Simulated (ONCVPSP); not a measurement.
## Varying the ONCV potential for Al (Z = 13)

Base potential:

- Element: aluminium (Al)
- Generator: ONCVPSP 4.0.1
- Type: optimised norm-conserving Vanderbilt (ONCV)
- Functional: PBEsol
- Relativity: non-relativistic
- Frozen core: [He]
- Valence charge: 11
- Reference configuration: 2s2 2p6 3s2 3p1
- Partial waves: 2s+3s: rc 1.25 bohr, ncon 4, nbas 7, qcut 8.1 1/bohr, 2 projectors; 2p+3p: rc 1.10 bohr, ncon 5, nbas 8, qcut 14.7 1/bohr, 2 projectors; d scattering state at 0.28 Ha: rc 1.25 bohr, ncon 4, nbas 7, qcut 6.5 1/bohr, 2 projectors, debl 2.4 Ha
- Local potential: polynomial inside 0.75 bohr (lpopt 5, dvloc0 0 Ha)
- Core correction: Teter function, fcfact 2.75, rcfact 1.45

All-electron outer shells of the reference configuration (PBEsol, non-relativistic, ld1.x):

| shell | level (eV) | outermost node (bohr) | outermost maximum (bohr) |
| --- | --- | --- | --- |
| 1s | -1504.39 | – | 0.08 |
| 2s | -107.40 | 0.17 | 0.50 |
| 2p | -69.58 | – | 0.43 |
| 3s | -7.69 | 0.80 | 2.09 |
| 3p | -2.70 | 0.82 | 2.64 |

Cutoffs, loose and tight: the cutoffs (Ha) at which the residual kinetic energy of the hardest occupied pseudo-wave falls to 1 and 0.1 mHa per electron. They do not see the model core or the augmentation charge, which bear on the density cutoff. Test errors are all-electron minus pseudo excitation energies from the reference, over the configurations 2s2 2p6 3s2 3p0; 2s2 2p6 3s1 3p0; 2s2 2p6 3s0 3p0; 2s2 2p6 3s1 3p1. A dash means not determined; rows that change the core or the reference have their own tests. The largest error is taken over the tests solved by every variant that gives reliable tests at all: 2s2 2p6 3s1 3p0; 2s2 2p6 3s1 3p1; 2s2 2p6 3s2 3p0.

```tsv
change	outcome	cutoff, loose	cutoff, tight	bound ghosts	GHOST(+) flags above zero	largest test error (meV)
base	generated	81 Ha	92 Ha	none	none	-0.4
core correction none	generated	81 Ha	92 Ha	none	none	-0.3
p: nproj 4	generated	81 Ha	92 Ha	none	p	-0.4
d: nbas 8	generated	81 Ha	92 Ha	none	none	-0.4
s: qcut 8.4	generated	81 Ha	92 Ha	none	none	-0.5
core correction Teter function, fcfact 5.5, rcfact 1.45	generated	81 Ha	92 Ha	none	none	-0.5
functional PBE	generated	81 Ha	92 Ha	none	none	-0.5
```

**Question.** What comes out with this change to the base: p: ncon 4, nbas 7?

**Answer.** outcome: generated; cutoff, loose: 75 Ha; cutoff, tight: 85 Ha; bound ghosts: none; GHOST(+) flags above zero: none; largest test error (meV): -0.5.

**Question.** What comes out with this change to the base: all radii but the core radius scaled by about 0.84 (s 1.06, p 0.92, d 1.06 bohr); local potential polynomial inside 0.64 bohr (lpopt 5, dvloc0 0 Ha)?

**Answer.** outcome: generated; cutoff, loose: 95 Ha; cutoff, tight: 112 Ha; bound ghosts: none; GHOST(+) flags above zero: none; largest test error (meV): -0.3.
